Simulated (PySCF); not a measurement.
MnF2, SMILES [F][Mn][F] (connectivity only; charge and spin as stated), neutral, multiplicity 6.

Geometry: B3LYP-D3(BJ)/def2-TZVP. The multiplicity is an assumed one; other spin states were not compared. The isomer is the one that the SMILES or the coordinates give; other isomers of the formula were not compared.

Level of theory: B3LYP-D3(BJ)/def2-TZVP in PySCF.

Frequencies are harmonic and unscaled.

Modes within 1.5 cm⁻¹ of each other (mostly degenerate sets) share a row, with their intensities summed.

Computed vibrational spectrum:
```
mode  ν (cm⁻¹)  IR (km/mol)  moving atoms (share of kinetic energy)
----  --------  -----------  --------------------------------------
1–2        124         90.3                         F 59 %, Mn 41 %
3          577          0.0                                 F 100 %
4          724        226.8                         F 59 %, Mn 41 %
```
